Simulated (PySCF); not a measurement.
C5H13NOSi: full NMR table

* Formula: C5H13NOSi
* SMILES: C/C=C/[Si@H](NC)OC
* Point group of the computed structure: C1
* Degrees of unsaturation: 1
* Carbon signals: 5
* Proton signals: 7

Atoms are numbered as in `[CH3:1]/[CH:2]=[CH:3]/[Si@H:4]([NH:5][CH3:6])[O:7][CH3:8]`. Each H is labelled by its parent atom.

Computed data (PySCF 2.14): NMR shieldings at PBE0/pcSseg-1/GIAO, geometry from GFN2-xTB. In vacuum, relativity neglected, equivalent nuclei averaged, single conformer.

Chemical shifts δ = σref − σ; 1H and 13C and 29Si vs TMS; 15N vs NH3; H2O for 17O, all at this level.

| carbon | δC, type | δH (multiplicity) | HMBC from (2–3 bonds) | span of the C tensor (ppm) |
| --- | --- | --- | --- | --- |
| C1 | 26.4, CH3 | 1.91 (d) | H(C2), H(C3) | 38 |
| C2 | 153.0, CH | 6.51 (m) | H(C3), H(Si4), H(C1) | 255 |
| C3 | 131.2, CH | 5.62 (m) | H(C2), H(Si4), H(C1) | 207 |
| C6 | 28.4, CH3 | 2.76 (s) | H(Si4) | 54 |
| C8 | 53.0, CH3 | 3.86 (s) | H(Si4) | 78 |

Other nuclei:
```json
{"atoms": "H(Si4)", "nucleus": "1H", "environment": "hydrogen on a silicon bonded to C, N, O", "δ (ppm)": "4.99", "σ (ppm)": "26.72"}
{"atoms": "H(N5)", "nucleus": "1H", "environment": "hydrogen on a nitrogen bonded to C, Si", "δ (ppm)": "-0.07", "σ (ppm)": "31.79"}
{"atoms": "Si4", "nucleus": "29Si", "environment": "silicon bonded to C, N, O, H", "δ (ppm)": "-29.8", "σ (ppm)": "379.0"}
{"atoms": "N5", "nucleus": "15N", "environment": "nitrogen bonded to C, Si, H", "δ (ppm)": "25.8", "σ (ppm)": "241.9"}
{"atoms": "O7", "nucleus": "17O", "environment": "oxygen bonded to C, Si", "δ (ppm)": "4.2", "σ (ppm)": "331.9"}
```

- Carbon types of the structure: 2 × CH, 3 × CH3, leaving 2 H on heteroatoms.
- δC 153.0, 131.2: alkene CH; an sp2 carbon of a C=C bond.
- δC 53.0: methyl carbon bonded to O; the inductive effect lowers its shielding.
- δC 28.4: methyl carbon bonded to N; the inductive effect lowers its shielding.
- δC 26.4: allylic methyl carbon; aliphatic region, no heteroatom directly attached.
- δH 1.91: hydrogen on an allylic methyl carbon; allylic position.

OH and NH positions are those of a molecule without intermolecular hydrogen bonds; in solution they move with solvent, concentration and temperature, and exchange usually removes their couplings. Shifts are as computed. Against solution values, carbons near 30 ppm lie about +3 ppm off and those near 130 ppm about +5 ppm. Of 1211 compounds with measured shifts, 218 miss one by over three times the rms of a fit or turn the order of signals round; such compounds aren't used in these exercises. Experimental scales use liquid or dissolved standards, which lie at an offset from isolated NH3 (liquid NH3: subtract about 20 ppm) and H2O (liquid H2O: subtract about 36 ppm). No couplings were computed; multiplicities are counted from neighbouring protons, with m where these are inequivalent, close in shift, in a saturated or five-membered ring or joined by F or P, and br s for small geminal =CH2 splittings.
